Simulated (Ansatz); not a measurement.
Ansatz (a quantum-chemistry and plane-wave program) input:

Ansatz 0.2 input:
```yaml
crystal:
  periodic: [false, false, false]
  atoms:
    - {symbol: C, position_ang: [1.40089610, -0.12771822, -0.08619572]}
    - {symbol: C, position_ang: [0.22142190, -0.01764924, -0.01156384]}
    - {symbol: O, position_ang: [-1.12368377, 0.14763239, 0.10582275]}
    - {symbol: H, position_ang: [2.46176120, -0.23306503, -0.15847468]}
    - {symbol: H, position_ang: [-1.61110123, -0.55826995, 0.59022957]}
    - {symbol: H, position_ang: [-1.59509782, 0.48248062, -0.69177949]}
basis:
  gaussian:
    orbitals: def2-TZVPD
hamiltonian:
  xc: {name: r2SCAN}
total_charge: 1
output: {forces: true}
```

Q: What final total energy does it print?

A: -152.76139 Eh (r2SCAN/def2-TZVPD). The basis has 141 functions.

It need not be the lowest isomer of its formula.
